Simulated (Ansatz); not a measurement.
Ansatz (a first-principles code) input (CCSD(T)/STO-3G):

Ansatz 0.2 input:
```yaml
crystal:
  periodic: [false, false, false]
  atoms:
    - {symbol: Zr, position_ang: [0.19273949, 0.13731160, 0.23803180]}
    - {symbol: O, position_ang: [0.60315207, -0.10571497, -1.46649142]}
    - {symbol: O, position_ang: [-1.56684953, -0.58084305, 0.27633245]}
basis:
  gaussian:
    orbitals: STO-3G
magnetization: {spin_polarized: true, initial_magnetization: 2}
correlation: {method: ccsd_t, electrons: outside_noble_gas}
```

Output:

```
Functional definition: HF
integrals: 0.01 GiB planned
471 factors; integrals over basis functions are off by at most 7.9e-5 eV
mean field: 0.13 GiB planned
mean field evaluation 1: about -99340.9064 eV, gradient 2.6e1 eV
mean field evaluation 2: about -99340.9387 eV, gradient 2.6e1 eV
mean field evaluation 4: about -99346.6434 eV, gradient 4.4e0 eV
mean field evaluation 8: about -99347.0287 eV, gradient 3.3e-1 eV
mean field evaluation 16: about -99334.5073 eV, gradient 3.0e1 eV
mean field evaluation 32: about -99344.0957 eV, gradient 8.4e-1 eV
mean field evaluation 64: about -99345.5505 eV, gradient 4.0e0 eV
mean field evaluation 96: about -99345.5921 eV, gradient 6.9e-1 eV
mean field evaluation 128: about -99344.1101 eV, gradient 3.8e0 eV
mean field evaluation 160: about -99343.5391 eV, gradient 3.1e0 eV
mean field evaluation 192: about -99344.5002 eV, gradient 8.9e-1 eV
mean field evaluation 224: about -99346.4631 eV, gradient 1.9e-1 eV
mean field evaluation 256: about -99345.4908 eV, gradient 9.3e-4 eV
mean field evaluation 288: about -99345.3615 eV, gradient 1.8e0 eV
mean field evaluation 320: about -99343.8443 eV, gradient 1.7e0 eV
mean field evaluation 352: about -99343.8014 eV, gradient 1.6e-1 eV
mean field evaluation 384: about -99343.0668 eV, gradient 3.0e-1 eV
mean field evaluation 416: about -99343.1695 eV, gradient 1.1e0 eV
mean field evaluation 448: about -99343.6585 eV, gradient 8.9e-4 eV
mean field evaluation 480: about -99344.4301 eV, gradient 2.8e0 eV
mean field evaluation 512: about -99343.6094 eV, gradient 1.3e-2 eV
mean field evaluation 544: about -99345.3731 eV, gradient 7.3e-1 eV
mean field evaluation 576: about -99343.0135 eV, gradient 3.0e-1 eV
mean field evaluation 608: about -99342.4172 eV, gradient 3.6e0 eV
mean field evaluation 640: about -99343.5786 eV, gradient 2.7e-1 eV
mean field evaluation 672: about -99342.1159 eV, gradient 2.5e-1 eV
mean field evaluation 704: about -99343.0183 eV, gradient 7.7e-1 eV
mean field evaluation 736: about -99340.6903 eV, gradient 3.6e0 eV
mean field evaluation 768: about -99345.4912 eV, gradient 2.9e-2 eV
mean field evaluation 800: about -99344.2717 eV, gradient 1.5e1 eV
mean field evaluation 832: about -99344.5600 eV, gradient 1.6e-1 eV
mean field evaluation 864: about -99345.4953 eV, gradient 2.4e-2 eV
mean field evaluation 896: about -99346.1616 eV, gradient 3.7e-4 eV
mean field evaluation 928: about -99344.6773 eV, gradient 8.0e-1 eV
mean field evaluation 960: about -99344.9441 eV, gradient 7.7e-1 eV
mean field evaluation 992: about -99346.1316 eV, gradient 9.4e-2 eV
mean field evaluation 1024: about -99343.6022 eV, gradient 1.0e-1 eV
mean field -99347.04164432 eV, -3650.9364405854 hartree, gradient 2.7e-6 eV, S^2 2.184532; 32 other end points of the search recorded, 0 dependent functions left out
determinant -99347.04164432 eV, -3650.9364405854 hartree, with singles and doubles -99352.28398404 eV, -3651.1290930167 hartree
determinant -99346.46247035 eV, -3650.9151563344 hartree, with singles and doubles -99351.12159453 eV, -3651.0863759900 hartree
determinant -99346.16155612 eV, -3650.9040979407 hartree, with singles and doubles -99351.05345927 eV, -3651.0838720653 hartree
determinant -99345.93283825 eV, -3650.8956927139 hartree, with singles and doubles -99351.11738619 eV, -3651.0862213364 hartree
determinant -99345.85010454 eV, -3650.8926523061 hartree, with singles and doubles -99351.81135750 eV, -3651.1117243116 hartree
determinant -99345.49078408 eV, -3650.8794475227 hartree, with singles and doubles -99350.38846429 eV, -3651.0594339507 hartree
determinant -99345.45044162 eV, -3650.8779649646 hartree, with singles and doubles -99349.93311898 eV, -3651.0427003192 hartree
determinant -99345.24128940 eV, -3650.8702787624 hartree, with singles and doubles -99350.07686433 eV, -3651.0479828635 hartree
determinant -99344.98885544 eV, -3650.8610019855 hartree, with singles and doubles -99349.46404079 eV, -3651.0254620136 hartree
determinant -99344.77225778 eV, -3650.8530421681 hartree, with singles and doubles -99347.39992123 eV, -3650.9496070188 hartree
determinant -99344.70539155 eV, -3650.8505848797 hartree, with singles and doubles -99349.35592759 eV, -3651.0214889269 hartree
determinant -99344.62938411 eV, -3650.8477916578 hartree, with singles and doubles -99349.82958869 eV, -3651.0388956511 hartree
determinant -99344.54524138 eV, -3650.8446994692 hartree, with singles and doubles -99347.12854189 eV, -3650.9396340122 hartree
determinant -99343.99196076 eV, -3650.8243667816 hartree, with singles and doubles -99346.51112968 eV, -3650.9169445319 hartree
determinant -99343.79144188 eV, -3650.8169978488 hartree, with singles and doubles -99347.35575485 eV, -3650.9479839345 hartree
determinant -99343.78279809 eV, -3650.8166801954 hartree, with singles and doubles -99348.60996588 eV, -3650.9940753394 hartree
determinant -99343.71574804 eV, -3650.8142161515 hartree, with singles and doubles -99347.49696545 eV, -3650.9531733283 hartree
determinant -99343.65846415 eV, -3650.8121110071 hartree, with singles and doubles -99347.27003728 eV, -3650.9448338718 hartree
determinant -99343.62669306 eV, -3650.8109434412 hartree, with singles and doubles -99347.60124196 eV, -3650.9570054194 hartree
determinant -99343.61751035 eV, -3650.8106059830 hartree, with singles and doubles -99346.02702336 eV, -3650.8991539529 hartree
determinant -99343.60943650 eV, -3650.8103092743 hartree, with singles and doubles -99346.02229182 eV, -3650.8989800720 hartree
determinant -99347.04164432 eV, -3650.9364405854 hartree, with singles and doubles -99352.32593596 eV, -3651.1306347212 hartree
determinant -99345.85010454 eV, -3650.8926523061 hartree, with singles and doubles -99352.16420503 eV, -3651.1246912193 hartree
20 core orbitals not correlated
reference -99347.04164432 eV, -3650.9364405854 hartree; 9, 7 occupied and 8, 10 virtual orbitals, 471 factors
second order -4.78435184 eV of doubles, -0.00000000 eV of singles
coupled cluster: 0.06 GiB planned
cycle   1  -5.28428974 eV  change    1.9e-6 eV  update   5.3e-6
coupled cluster: 0.06 GiB planned
perturbative correction -0.48709259 eV, -0.0179003226 hartree
Total energy: -99352.81302665 eV, -3651.1485349741 hartree
```

The spin state was set by rule; other spins were not relaxed.

The determinant is spin-contaminated: <S^2> is 2.18 against 2.00 for a pure state.
